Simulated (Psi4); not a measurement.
ClMg, doublet, geometry from GFN2-xTB (such geometries of metal compounds can be far from the true shape) (the spin is typed, not shown lowest); SVWN/6-31G** run with Psi4 1.11.

Psi4 was given this input:
```
memory 2 GB

molecule mol {
0 2
Mg   -0.000000   -0.000000   -1.267847
Cl    0.000000    0.000000    0.894951
}

set {
  basis 6-31g**
  reference uks
  guess modhuckel
}

energy('svwn')
print_variables()
```

Output, abridged:

```
   => Loading Basis Set <=

    Name: 6-31G**
    Role: ORBITAL
    Keyword: BASIS

         ---------------------------------------------------------
                                   SCF
               by Justin Turney, Rob Parrish, Andy Simmonett
                          and Daniel G. A. Smith
                              UKS Reference
         ---------------------------------------------------------

  ==> Geometry <==

    Molecular point group: c2v
    Full point group: C_inf_v

    Geometry (in Angstrom), charge = 0, multiplicity = 2:

       Center              X                  Y                   Z               Mass
    ------------   -----------------  -----------------  -----------------  -----------------
         MG           0.000000000000     0.000000000000    -1.282876482370    23.985041697000
         CL           0.000000000000     0.000000000000     0.879921517630    34.968852682000

  Running in c2v symmetry.

  Rotational constants: A = ************  B =      0.25331  C =      0.25331 [cm^-1]
  Rotational constants: A = ************  B =   7594.09312  C =   7594.09312 [MHz]
  Nuclear repulsion =   49.913191604893285

  Charge       = 0
  Multiplicity = 2
  Electrons    = 29
  Nalpha       = 15
  Nbeta        = 14

  ==> Algorithm <==

  SCF Algorithm Type is DF.
  DIIS enabled.
  MOM disabled.
  Fractional occupation disabled.
  Guess Type is MODHUCKEL.
  Energy threshold   = 1.00e-06
  Density threshold  = 1.00e-06
  Integral threshold = 1.00e-12

  ==> Primary Basis <==

  Basis Set: 6-31G**
    Blend: 6-31G**
    Number of shells: 16
    Number of basis functions: 38
    Number of Cartesian functions: 38
    Spherical Harmonics?: false
    Max angular momentum: 2

  ==> DFT Potential <==

   => LibXC <=

    Version 7.1.2
    S. Lehtola, C. Steigemann, M. J. T. Oliveira, and M. A. L. Marques,  SoftwareX 7, 1–5 (2018) (10.1016/j.softx.2017.11.002)

   => Composite Functional: SVWN <=

    Slater exchange
    Vosko, Wilk & Nusair (VWN5_RPA)
    P. A. M. Dirac,  Math. Proc. Cambridge Philos. Soc. 26, 376 (1930) (10.1017/S0305004100016108)
    F. Bloch,  Z. Phys. 57, 545 (1929) (10.1007/BF01340281)
    S. H. Vosko, L. Wilk, and M. Nusair,  Can. J. Phys. 58, 1200 (1980) (10.1139/p80-159)

    Deriv               =              1
    GGA                 =          FALSE
    Meta                =          FALSE

    Exchange Hybrid     =          FALSE
    MP2 Hybrid          =          FALSE

   => Exchange Functionals <=

    1.0000         XC_LDA_X

   => Correlation Functionals <=

    1.0000   XC_LDA_C_VWN_RPA

   => LibXC Density Thresholds  <==

    XC_LDA_C_VWN_RPA:  1.00E-15
    XC_LDA_X:  1.00E-15

   => Molecular Quadrature <=

    Radial Scheme          =       TREUTLER
    Pruning Scheme         =           NONE
    Nuclear Scheme         =       TREUTLER

    Blocking Scheme        =         OCTREE
    BS radius alpha        =              1
    Pruning alpha          =              1
    Radial Points          =             75
    Spherical Points       =            302
    Total Points           =          42792
    Total Blocks           =            413
    Max Points             =            256
    Max Functions          =             37
    Weights Tolerance      =       1.00E-15

   => Loading Basis Set <=

    Name: (6-31G** AUX)
    Role: JKFIT
    Keyword: DF_BASIS_SCF

  ==> Integral Setup <==

  SCF_SUBTYPE=INCORE selected. In-core MEM_DF algorithm will be used.
  Using in-core AOs.

  ==> MemDFJK: Density-Fitted J/K Matrices <==

    J tasked:                   Yes
    K tasked:                    No
    wK tasked:                   No
    Algorithm:                 Core
    Schwarz Cutoff:           1E-12
    Mask sparsity (%):       0.6925
    Fitting Condition:        1E-10

   => Auxiliary Basis Set <=

  Basis Set: (6-31G** AUX)
    Blend: CC-PVDZ-JKFIT + DEF2-UNIVERSAL-JKFIT
    Number of shells: 70
    Number of basis functions: 267
[...]
   -------------------------------------------------------
     A1        20      20       9       8       8       1
     A2         2       2       0       0       0       0
     B1         8       8       3       3       3       0
     B2         8       8       3       3       3       0
   -------------------------------------------------------
    Total      38      38      15      14      14       1
   -------------------------------------------------------

  ==> Iterations <==

                           Total Energy        Delta E     RMS |[F,P]|

   @DF-UKS iter   1:  -658.30167727842115   -6.58302e+02   4.49728e-02 ADIIS/DIIS
   @DF-UKS iter   2:  -658.41076596652908   -1.09089e-01   1.06023e-02 ADIIS/DIIS
   @DF-UKS iter   3:  -658.42593070927796   -1.51647e-02   8.26258e-03 ADIIS/DIIS
   @DF-UKS iter   4:  -658.44707763109341   -2.11469e-02   2.37374e-04 ADIIS/DIIS
   @DF-UKS iter   5:  -658.44708941866531   -1.17876e-05   1.15902e-04 ADIIS/DIIS
   @DF-UKS iter   6:  -658.44709379812662   -4.37946e-06   5.30216e-05 DIIS
   @DF-UKS iter   7:  -658.44709474368756   -9.45561e-07   2.51081e-06 DIIS
   @DF-UKS iter   8:  -658.44709474647175   -2.78419e-09   2.13792e-07 DIIS
  Energy and wave function converged.

  ==> Post-Iterations <==

   Electrons on quadrature grid:
      Nalpha   =   15.0000011582 ; deviation = 1.158e-06
      Nbeta    =   14.0000011972 ; deviation = 1.197e-06
      Ntotal   =   29.0000023554 ; deviation = 2.355e-06

   @Spin Contamination Metric:   6.504859019E-04
   @S^2 Expected:                7.500000000E-01
   @S^2 Observed:                7.506504859E-01
   @S   Expected:                5.000000000E-01
   @S   Observed:                5.000000000E-01

    Orbital Energies [Eh]
    ---------------------

    Alpha Occupied:

[...]
    Alpha Virtual:

[...]
    Beta Occupied:

[...]
    Beta Virtual:

[...]
    Final Occupation by Irrep:
             A1    A2    B1    B2
    DOCC [     8,    0,    3,    3 ]
    SOCC [     1,    0,    0,    0 ]
    NA   [     9,    0,    3,    3 ]
    NB   [     8,    0,    3,    3 ]

  @DF-UKS Final Energy:  -658.44709474647175

   => Energetics <=

    Nuclear Repulsion Energy =             49.9131916048932851
    One-Electron Energy =               -1014.7409883481266206
    Two-Electron Energy =                 349.2625519645308714
    DFT Exchange-Correlation Energy =     -42.8818499677693055
    Empirical Dispersion Energy =           0.0000000000000000
    VV10 Nonlocal Energy =                  0.0000000000000000
    Total Energy =                       -658.4470947464717483

  UHF NO Occupations:
  HONO-2 :    3 B1 1.9998673
  HONO-1 :    3 B2 1.9998673
  HONO-0 :    9 A1 1.0000000
  LUNO+0 :    4 B2 0.0001327
  LUNO+1 :    4 B1 0.0001327
  LUNO+2 :   10 A1 0.0000539
  LUNO+3 :   11 A1 0.0000022

Computation Completed

Properties will be evaluated at   0.000000,   0.000000,   0.000000 [a0]

Properties computed using the SCF density matrix

 Multipole Moments:

 ------------------------------------------------------------------------------------
     Multipole            Electronic (a.u.)      Nuclear  (a.u.)        Total (a.u.)
 ------------------------------------------------------------------------------------

 L = 1.  Multiply by 2.5417464519 to convert [e a0] to [Debye]
 Dipole X            :          0.0000000            0.0000000            0.0000000
 Dipole Y            :          0.0000000            0.0000000            0.0000000
 Dipole Z            :         -0.3975434           -0.8236409           -1.2211843
 Magnitude           :                                                    1.2211843

 ------------------------------------------------------------------------------------

  Variable Map:
  ----------------------------------------------------------------------------
[...]
  Array Variable Map:
  ----------------------------------------------------------------------------
[...]
[...]
```
